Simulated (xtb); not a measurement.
chloro(silyloxy)silane (ClH5OSi2), SMILES [SiH3]O[SiH2]Cl. All values are semi-empirical tight-binding results from xtb (GFN2-xTB unless named), good for trends rather than for accurate numbers. The structure is a stationary point at GFN2-xTB. Other conformers were not sampled.

Optimised geometry:

```xyz
9

Si    -2.1359    -0.0327    -0.6230
O     -0.5180     0.0639    -0.7594
Si     1.0660     0.0962    -0.4768
Cl     1.3857    -0.0933     1.4917
H     -2.5023    -1.2838    -1.2807
H     -2.6359     1.1521    -1.3140
H     -2.4699    -0.0342     0.7987
H      1.5364     1.4000    -0.9193
H      1.6361    -1.0482    -1.1711
```

Computed properties:
- orbital gap = 5.77 eV
- dipole moment = 1.93 D
- zero-point energy = 28.8 kcal/mol
- G − E(el) at 298.15 K (modified RRHO) = 8.0 kcal/mol
- static polarisability (D4 model) = 77.9 bohr³
- solvation energy, GFN2-xTB/ALPB(water) = 1.4 kcal/mol
- solvation energy, GFN2-xTB/ALPB(dmf) = -2.4 kcal/mol

Computed atomic charges and the Wiberg bond orders between heavy atoms:
charges (e) Si1 0.52, O2 -0.45, Si3 0.55, Cl4 -0.24, H5 -0.09, H6 -0.09, H7 -0.09, H8 -0.06, H9 -0.06. Bond orders Si1–O2 1.04, O2–Si3 1.14, Si3–Cl4 1.11.
